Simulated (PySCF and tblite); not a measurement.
Values are calculated unless marked as measured or tabulated.
C₆H₉FO, numbered as in [O:1]=[C:2]1[CH2:3][CH2:4][CH2:5][CH2:6][C@@H:7]1[F:8].

The ensemble was built from 90 distance-geometry starts (ETKDG and KDG, MMFF94s, GFN2-xTB) and rests on PBE0-D3(BJ)/def2-SVP geometries. Weights use PBE0-D3(BJ)/def2-TZVP energies plus GFN2-xTB zero-point and thermal terms (modes under about 100 cm⁻¹ blended into free rotors). Symmetry numbers and mirror images are counted. Conformers within 4 kcal/mol (GFN2-xTB free energy) were kept, 5 at most. GIAO shieldings: PBE0/pcSseg-1. Shifts are against TMS (¹H), TMS (¹³C), CFCl3 (¹⁹F) at the same level; of two unlike H on one atom, a is the less shielded. Codes: tblite and PySCF.

(1) Predict the averaged NMR shifts at 298.15 K.

(2) How do the conformers differ?

(3) Which signal moves most, for its nucleus, between 200 and 400 K through the change of populations alone?

Unscaled ¹⁹F shifts at such levels can be off by tens of ppm; differences between conformers or isomers are more reliable. Shifts are unscaled: against experiment ¹³C can be off by 15 ppm or more and ¹H by 0.8 ppm.

## Answers

(1) ¹H: 4.45 (H7, 1H), 2.50 (H3a, 1H), 2.04 (H3b, 1H), 1.93 (H6a, 1H), 1.91 (H6b, 1H), 1.87 (H5a, 1H), 1.69 (H4a, 1H), 1.68 (H4b, 1H), 1.45 (H5b, 1H) ppm. ¹³C: 210.4 (C2), 94.1 (C7), 41.6 (C3), 36.9 (C6), 29.9 (C4), 23.9 (C5) ppm. ¹⁹F: -211.4 (F8) ppm.

(2) The 6-ring runs over atoms 2–3–4–5–6–7.
| conformer | shape | weight % |
| --- | --- | --- |
| 1 | 6-ring chair (all substituents equatorial) | 57.3 |
| 2 | 6-ring chair (F8 axial) | 42.6 |
| 3 | 6-ring twist-boat (ring torsions -33, 63, -28, -32, 64, -28°) | 0.1 |
| 4 | 6-ring between boat and twist-boat (ring torsions 56, -39, -18, 61, -45, -12°) | 0.1 |

| signal | 1 | 2 | 3 | 4 | average |
| --- | --- | --- | --- | --- | --- |
| H3a | 2.21 | 2.90 | 2.71 | 2.24 | 2.50 |
| H3b | 2.04 | 2.05 | 2.15 | 2.28 | 2.04 |
| H4a | 1.82 | 1.52 | 1.62 | 1.57 | 1.69 |
| H4b | 1.47 | 1.96 | 2.33 | 1.56 | 1.68 |
| H5a | 1.75 | 2.02 | 1.59 | 1.68 | 1.87 |
| H5b | 1.51 | 1.39 | 1.13 | 1.84 | 1.45 |
| H6a | 2.27 | 1.46 | 1.96 | 2.10 | 1.93 |
| H6b | 1.63 | 2.30 | 2.15 | 1.63 | 1.91 |
| H7 | 4.55 | 4.30 | 4.27 | 4.78 | 4.45 |
| C2 | 208.2 | 213.4 | 214.4 | 209.7 | 210.4 |
| C3 | 42.4 | 40.5 | 40.1 | 39.1 | 41.6 |
| C4 | 29.2 | 30.8 | 23.4 | 19.6 | 29.9 |
| C5 | 25.7 | 21.4 | 21.8 | 20.0 | 23.9 |
| C6 | 36.8 | 37.0 | 33.6 | 26.3 | 36.9 |
| C7 | 93.7 | 94.6 | 94.2 | 90.6 | 94.1 |
| F8 | -212.6 | -209.9 | -194.9 | -225.8 | -211.4 |

(3) H6a: 1.95 ppm at 200 K, 1.94 ppm at 250 K, 1.93 ppm at 298.15 K, 1.92 ppm at 350 K, 1.92 ppm at 400 K.
